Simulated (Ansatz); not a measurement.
```yaml
crystal:
  periodic: [false, false, false]
  atoms:
    - {symbol: C, position_ang: [2.479863, -0.678035, -0.583906]}
    - {symbol: N, position_ang: [1.533561, -0.628504, 0.495395]}
    - {symbol: C, position_ang: [0.253265, -0.154483, 0.309616]}
    - {symbol: C, position_ang: [-0.111940, 0.565440, -0.831137]}
    - {symbol: C, position_ang: [-1.399899, 1.063392, -0.961809]}
    - {symbol: C, position_ang: [-2.351666, 0.854362, 0.021854]}
    - {symbol: C, position_ang: [-1.994115, 0.131969, 1.154460]}
    - {symbol: C, position_ang: [-0.714653, -0.364795, 1.300303]}
    - {symbol: H, position_ang: [2.747778, 0.330547, -0.911594]}
    - {symbol: H, position_ang: [3.392463, -1.159233, -0.232108]}
    - {symbol: H, position_ang: [2.110768, -1.230762, -1.459735]}
    - {symbol: H, position_ang: [1.610446, -1.367564, 1.172213]}
    - {symbol: H, position_ang: [0.609748, 0.739538, -1.618982]}
    - {symbol: H, position_ang: [-1.658705, 1.620925, -1.855382]}
    - {symbol: H, position_ang: [-3.355995, 1.244008, -0.089274]}
    - {symbol: H, position_ang: [-2.723747, -0.046672, 1.936673]}
    - {symbol: H, position_ang: [-0.446071, -0.920634, 2.193612]}
basis:
  gaussian: {orbitals: aug-cc-pVDZ}
total_charge: 1
magnetization: {spin_polarized: true, initial_magnetization: 2}
hamiltonian: {xc: {name: revPBE0}, dispersion: d3bjatm}
output: {forces: true}
```

```sh
$ ansatz run in.yaml --threads 2 --pin off --events-out ev --progress --plain --max-ram 32768MiB --backend cpu
```

Shortened log:

```
Error: a molecule whose nuclei and cores have a total charge of 58 cannot have a net charge of 1 together with 2 unpaired electrons
```

Task: What is wrong with this run?

Result: The number of unpaired electrons doesn't fit the electron count. The input was rejected before any iteration.
